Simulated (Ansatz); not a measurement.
A geometry optimisation of BGeH2P with PBE0-D4/def2-TZVP

The starting geometry of this gas-phase singlet was optimised with GFN2-xTB.

```csv
atom,x (Å),y (Å),z (Å)
B,-0.0947,-0.5679,-0.2341
Ge,-0.8411,1.7284,0.3997
P,-0.8657,-0.1964,1.4079
H,0.2284,-1.6699,-0.4553
H,0.1186,0.2082,-1.1222
```

Question: Predict what it relaxes into with PBE0-D4/def2-TZVP.

Answer: New bonds form, giving a structure with H5 bridging B1 and Ge2, given below by its coordinates. Contacts that close: B1–Ge2 (2.50 → 2.22 Å), Ge2–H5 (2.36 → 1.87 Å).

The energy falls by 0.31 eV over 8 steps:

```
step  E − E(last) (eV)
   1             0.309
   2             0.089
   3             0.045
   4             0.003
   5             0.001
   6             0.000
   7             0.000
   8             0.000
```

Final geometry (Å):

```xyz
5

B    -0.1463   -0.5781   -0.1071
Ge   -0.7113    1.5547    0.1785
P    -0.9060   -0.2018    1.5061
H     0.2649   -1.5912   -0.5804
H     0.0443    0.3188   -1.0012
```

Frequencies at the end are all real (lowest 405 cm⁻¹). Run with Ansatz 0.2.0, 15 s on 2 threads of Arm Neoverse V1, on a shared host.
